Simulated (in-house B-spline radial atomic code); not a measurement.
A run on Nb (an excited or competing configuration) that did not converge. Method: scalar-relativistic (X2C) B97-1, spin-polarised, spherical fractional occupations, Fermi nucleus of rms radius 4.324 fm; computed with a B-spline radial code for spherical atoms. In the input, 2p2,3 would mean two up and three down electrons.

Command:
```bash
python run_scf.py task.json out
```
Settings (nuclear radius in fm, mass in u):
```
Z                41
configuration    1s2 2s2 2p6 3s2 3p6 3d10 4s2 4p6 4d0,3 4f0,1 5s1,0
hamiltonian      x2c
method           b97_1
spin_polarised   True
nucleus          fermi
rms_radius       4.324
atomic_mass      92.90637
speed_of_light   137.035999084
```

First and last ten iterations of the last attempt (damped for 15 steps, keeping 80 % of the old Fock matrix, then DIIS):
```
 iter        energy (Eh)    residual
    1       -3815.405369    4.18e-01
    2       -3816.646454    1.75e-01
    3       -3817.794418    1.11e-01
    4       -3818.369160    7.57e-02
    5       -3818.666887    5.07e-02
    6       -3818.806609    3.49e-02
    7       -3818.856155    2.50e-02
    8       -3818.873675    1.82e-02
    9       -3818.881194    1.34e-02
   10       -3818.884695    9.89e-03
  111       -3818.889649    8.88e-05
  112       -3818.889653    1.49e-04
  113       -3818.889651    9.76e-05
  114       -3818.889650    7.58e-05
  115       -3818.889649    1.06e-04
  116       -3818.889650    7.25e-05
  117       -3818.889650    7.84e-05
  118       -3818.889650    7.82e-05
  119       -3818.889650    7.42e-05
  120       -3818.889650    7.95e-05
 not converged after 120 iterations
```

The smallest residual met was 6.6e-05; the threshold is about 4e-07. Over the last five steps the energy moves by less than 6e-07 hartree, but the orbitals didn't meet the threshold. Time taken, with all properties: 7.1 s on 1 thread of Arm Neoverse V1 (shared host).
